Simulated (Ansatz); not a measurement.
Input file for Ansatz (a quantum-chemistry and plane-wave program): R-B2PLYP/def2-TZVPP on O2Ti (SMILES [O]=[Ti]=[O]), 2S+1 = 1, a spin state set in the input, which need not be the lowest.

Ansatz 0.2 input:
```yaml
crystal:
  periodic: [false, false, false]
  atoms:
    - {symbol: Ti, position_ang: [0.35699584, -0.29620342, 0.35322351]}
    - {symbol: O, position_ang: [0.83622871, 0.33699976, -1.08265709]}
    - {symbol: O, position_ang: [-1.22639327, 0.00657526, 0.65911394]}
basis:
  gaussian:
    orbitals: def2-TZVPP
hamiltonian:
  xc: {name: B2PLYP}
magnetization: {spin_polarized: false}
correlation: {electrons: valence}
```

Program output:

```
WARN ansatz: RAYON_NUM_THREADS=1 ignored (pool sized by the plan → 1); use --threads N
Functional definition: B2PLYP
integrals: 0.10 GiB planned
860 factors; integrals over basis functions are off by at most 5.3e-4 eV
mean field: 0.47 GiB planned
mean field evaluation 1: about -27176.6500 eV, gradient 1.0e2 eV
mean field evaluation 2: about -27176.7731 eV, gradient 1.0e2 eV
mean field evaluation 4: about -27189.5827 eV, gradient 6.7e1 eV
mean field evaluation 8: about -27196.2899 eV, gradient 9.7e-1 eV
mean field evaluation 16: about -27196.3325 eV, gradient 2.9e-3 eV
mean field evaluation 32: about -27161.3648 eV, gradient 5.8e1 eV
mean field -27196.33248947 eV, -999.4467846517 hartree, gradient 1.3e-6 eV, S^2 0.000000; 0 other end points of the search recorded, 0 dependent functions left out
7 core orbitals not correlated
reference -27196.33262951 eV, -999.4467897980 hartree; 12, 12 occupied and 107, 107 virtual orbitals, 860 factors
second order -34.56735078 eV of doubles, -0.00000000 eV of singles
Total energy: -27205.66581422 eV, -999.7897780099 hartree
```

The run converged.

Cost: about 4 core-seconds (a rough figure).
